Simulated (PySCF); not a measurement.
C2H6N2OSi, SMILES [Si@H](C)(N)N=C=O. The structure is a stationary point at PBE-D3(BJ)/def2-SVP. The structure was generated by enumeration; whether it is a known compound was not checked. Other conformers were not sampled.

Computed equilibrium geometry at PBE-D3(BJ)/def2-SVP (PySCF confirms it by a frequency run) as a Z-matrix (one conformer of several):
```
Si
N 1 1.7349
H 2 1.0235 1 118.68
H 2 1.0238 3 109.86 1 141.34
N 1 1.7538 2 114.28 3 69.42
C 5 1.2084 2 143.10 3 53.67
O 6 1.1853 2 153.94 3 52.86
H 1 1.4989 2 107.02 3 -47.43
C 1 1.8728 8 113.57 5 -116.79
H 9 1.1081 1 110.71 8 -59.60
H 9 1.1082 10 108.71 1 -121.80
H 9 1.1095 10 108.35 11 -116.68
```
